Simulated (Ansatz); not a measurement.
Species: C$_{8}$H$_{9}$FSi, SMILES `C=Cc1ccc([SiH3])cc1F` (C–C–C–C torsion 0°) (charge 0, multiplicity 1).

Give a relaxed geometry from PBE0-D3(BJ)/def2-SVP in Ansatz (a quantum-chemistry and plane-wave program).

This is not unique; one that fits is the end point of this relaxation, one of several conformers (outside a Z-matrix the atoms follow the SMILES, hydrogens last).
Z-matrix (Å, degrees):
```
C
C 1 1.3884
H 1 1.0921 2 119.31
H 2 1.0933 1 118.92 3 -0.23
C 1 1.4042 3 119.03 2 -179.86
C 5 1.4017 1 116.28 3 179.80
F 6 1.3350 5 118.83 1 -179.79
C 6 1.3874 7 118.25 5 -179.85
H 8 1.0929 6 117.89 7 0.16
C 8 1.3996 9 122.03 6 -179.73
C 5 1.4655 6 119.60 7 0.02
C 11 1.3384 5 126.45 6 179.94
H 12 1.0922 11 120.60 5 -179.91
H 11 1.0933 12 118.69 13 -0.04
H 12 1.0935 13 116.64 11 -179.87
Si 10 1.8793 8 120.81 9 -1.86
H 16 1.4939 10 109.55 8 152.83
H 16 1.4940 17 109.85 10 120.68
H 16 1.4960 17 108.35 18 118.08
```
